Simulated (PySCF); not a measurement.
Method: PBE0 in PySCF with Si def2-TZVP, Br def2-TZVP; no relativity; density-fitted integrals.

Each entry is the lowest minimum that a search over a few typed start shapes (and spin states, where more than one is plausible) found, or that minimum re-optimised at the stated level; isomers with ligand–ligand bonds, or fragments after loss of a ligand pair, can lie lower. Open shells are unrestricted.

SiBr₂ is a singlet of C2v symmetry with Si–Br 2.249 Å (×2); Br–Si–Br 102.1°. Its wavenumbers are 124, 408, 409 cm⁻¹.

Question: What changes when one electron is removed, giving SiBr₂⁺?

Answer: It costs 9.10 eV between the minima (9.11 eV with zero-point energy). SiBr₂⁺ is a doublet of C2v symmetry with Si–Br 2.128 Å (×2); Br–Si–Br 123.4°; wavenumbers 123, 400, 577 cm⁻¹.
